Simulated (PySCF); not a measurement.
An equivalent PySCF input for Mn (manganese, neutral), [Ar] 3d5 4s2, high-spin 6S determinant, with the non-relativistic Hamiltonian (point nucleus):

```python
from pyscf import gto, scf, dft, mp, cc
import basis_set_exchange as bse
mol = gto.M(atom="Mn 0 0 0", charge=0, spin=5, symmetry="D2h",
            basis=gto.basis.parse(bse.get_basis("cc-pVTZ", elements=["Mn"], fmt="nwchem", header=False)))
mf = dft.UKS(mol, xc="M06L")
mf.irrep_nelec = {'Ag': (6, 4), 'B1g': (1, 0), 'B2g': (1, 0), 'B3g': (1, 0), 'B1u': (2, 2), 'B2u': (2, 2), 'B3u': (2, 2)}
mf.kernel()
```

It reaches the same state as the run whose output follows, with an energy that differs only through the grid. The run itself started from symmetry-adapted Hartree-Fock orbitals and held the occupation by maximum overlap, on a logarithmic radial grid, so the iterations belong to that start.

```
SCF conv_tol = 1e-09
number electrons alpha = 15  beta = 10
XC functionals = M06L
    Y. Zhao and D. G. Truhlar.,  J. Chem. Phys. 125, 194101 (2006)
    Y. Zhao and D. G. Truhlar.,  J. Chem. Phys. 125, 194101 (2006)
    Y. Zhao and D. G. Truhlar.,  Theor. Chem. Acc. 120, 215 (2008)
cycle= 1 E= -1150.95681227653  delta_E= -0.0117  |g|= 0.0538  |ddm|= 1.15
cycle= 2 E= -1150.95633143783  delta_E= 0.000481  |g|= 0.0751  |ddm|= 0.498
cycle= 3 E= -1150.95761481514  delta_E= -0.00128  |g|= 0.00244  |ddm|= 0.186
cycle= 4 E= -1150.95761629627  delta_E= -1.48e-06  |g|= 0.000944  |ddm|= 0.0342
cycle= 5 E= -1150.95761656257  delta_E= -2.66e-07  |g|= 2.69e-05  |ddm|= 0.00117
cycle= 6 E= -1150.95761656282  delta_E= -2.45e-10  |g|= 1.87e-06  |ddm|= 0.000228
converged SCF energy = -1150.95761656282  <S^2> = 8.7591476  2S+1 = 6.0030484
```
